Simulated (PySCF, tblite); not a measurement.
Isomers of C5H11OPS. All values are computed: GFN2-xTB (tblite) harmonic vibrations without scaling, gas phase. Against measured fundamentals such values can be off by several per cent, at times by over 20. Modes of hydrogen on phosphorus can be 10 to 20 % off. One conformer each.

Electronic energies: PBE0/pcSseg-1 single points on the GFN2-xTB geometries (PySCF, gas phase).

| SMILES | electronic energy, lowest = 0 (kJ/mol) |
| --- | --- |
| CP1(=O)CCSCC1 | 0.0 |
| CO[C@@H]1CCC[P@H]1=S | 85.4 |
| OCP1CCSCC1 | 127.2 |
| CP1(=S)CCOCC1 | 18.1 |
| CSCP1(=O)CCC1 | 86.6 |

Problem. How do GFN2-xTB zero-point energies change the relative energies?

Solution. 
| SMILES | ZPE (kJ/mol) | of it from modes above 1550 cm⁻¹ | electronic (kJ/mol) | with ZPE, lowest = 0 (kJ/mol) | lowest mode (cm⁻¹) | rings |
| --- | --- | --- | --- | --- | --- | --- |
| CP1(=O)CCSCC1 | 399.6 | 196.3 | 0.0 | 0.0 | 92 | 1 |
| CP1(=S)CCOCC1 | 401.8 | 194.6 | 18.1 | 20.2 | 100 | 1 |
| CO[C@@H]1CCC[P@H]1=S | 400.8 | 189.7 | 85.4 | 86.6 | 53 | 1 |
| CSCP1(=O)CCC1 | 397.5 | 198.0 | 86.6 | 84.5 | 36 | 1 |
| OCP1CCSCC1 | 400.0 | 197.1 | 127.2 | 127.6 | 61 | 1 |

The zero-point energies span 4.3 kJ/mol, from `CSCP1(=O)CCC1` to `CP1(=S)CCOCC1`. The lowest isomer stays, but the order above it changes.

Problem. And how do the electronic energies of GFN2-xTB itself compare?

Solution. `CP1(=O)CCSCC1` 0.0; `CP1(=S)CCOCC1` 71.4; `CO[C@@H]1CCC[P@H]1=S` 79.4; `CSCP1(=O)CCC1` 84.8; `OCP1CCSCC1` 198.4 kJ/mol, lowest = 0. Against the energies above, taken from the same isomer `CP1(=O)CCSCC1`, the largest difference is 71.2 kJ/mol.

Problem. What do entropy and thermal enthalpy add at 298.15 K and 1 bar (rigid rotor, harmonic oscillator, one conformer each)?

Solution. 
```json
{"SMILES": "CP1(=O)CCSCC1", "point group": "Cs", "symmetry number": "1", "S (J/(mol K))": "393.9", "H − H(0) (kJ/mol)": "27.49", "ZPE + H − H(0) − TS (kJ/mol)": "309.7"}
{"SMILES": "CP1(=S)CCOCC1", "point group": "Cs", "symmetry number": "1", "S (J/(mol K))": "393.8", "H − H(0) (kJ/mol)": "27.19", "ZPE + H − H(0) − TS (kJ/mol)": "311.5"}
{"SMILES": "CO[C@@H]1CCC[P@H]1=S", "point group": "C1", "symmetry number": "1", "S (J/(mol K))": "398.1", "H − H(0) (kJ/mol)": "26.96", "ZPE + H − H(0) − TS (kJ/mol)": "309.1"}
{"SMILES": "CSCP1(=O)CCC1", "point group": "C1", "symmetry number": "1", "S (J/(mol K))": "420.7", "H − H(0) (kJ/mol)": "29.53", "ZPE + H − H(0) − TS (kJ/mol)": "301.6"}
{"SMILES": "OCP1CCSCC1", "point group": "C1", "symmetry number": "1", "S (J/(mol K))": "401.9", "H − H(0) (kJ/mol)": "27.80", "ZPE + H − H(0) − TS (kJ/mol)": "308.0"}
```
